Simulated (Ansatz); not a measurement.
Born–Oppenheimer molecular dynamics of AlClF$_{2}$ (4 atoms, charge 0, multiplicity 1). It starts from a relaxed structure.

Theory: RKS PBE0-D4/def2-SVP in Ansatz 0.2.0.

```
ensemble        : NVT, Nosé–Hoover chain
time step       : 1 fs
steps asked     : 100
set temperature : 700 K
thermostat      : time constant 20 fs, chain length 5
seed            : 318767
```

First frame:

```xyz
4
Properties=species:S:1:pos:R:3
Al 0.000 0.000 0.036
Cl 0.000 0.000 2.103
F 1.419 0.000 -0.799
F -1.419 0.000 -0.799
```

Question: How far do the bonds stretch over the last three quarters of this one trajectory? (Pairs bonded in most of those frames.)

Answer: 
| bond | mean (Å) | spread (Å) | shortest | longest |
| --- | --- | --- | --- | --- |
| Al1–Cl2 | 2.113 | 0.111 | 1.95 | 2.28 |
| Al1–F3 | 1.647 | 0.022 | 1.60 | 1.68 |
| Al1–F4 | 1.653 | 0.021 | 1.62 | 1.68 |

Mean temperature of the second half: 822 K. The conserved energy stayed within 0.18 meV per atom of its start (net change 0.0095 meV per atom), so the integration is sound. The mean temperature of the second half is 17 % above the set value. A run of 0.1 ps of so small a system gives no equilibrium averages.

Time of the run: 2.8 min on 1 thread of Arm Neoverse V1 (shared host), peak memory 0.11 GiB.
